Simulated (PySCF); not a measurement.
Se(I)(GeH3) (GeH3ISe), SMILES [GeH3][Se]I.

Geometry: B3LYP-D3(BJ)/def2-SVP. The structure was generated by enumeration, and PubChem lists no compound with its InChIKey, so it may never have been made. The def2 effective core potentials stand for the cores of I; spin–orbit coupling is left out.

Two levels are set side by side: PBE/def2-TZVPD (PySCF) and PBE0/def2-TZVPD (PySCF). Same geometry, gas phase. Differences are taken from unrounded values.

```csv
quantity,PBE0,PBE,PBE minus PBE0
orbital gap (eV),3.74,1.84,-1.90
highest occupied level (eV),-6.72,-5.62,1.10
lowest empty level (eV),-2.98,-3.77,-0.79
dipole moment (D),1.56,1.43,-0.13
mean polarisability (bohr³),100.1,103.3,3.2
```

PBE's occupied levels lie high since its potential decays too fast outside the molecule; exact exchange lowers them and widens the gap. Loosely held outer electrons make PBE densities more polarisable. Differences between two approximate levels are no errors against the true value.

Rough cost on one machine, each run with all the roots and properties that it gave: PBE0 against PBE within a factor of 2.
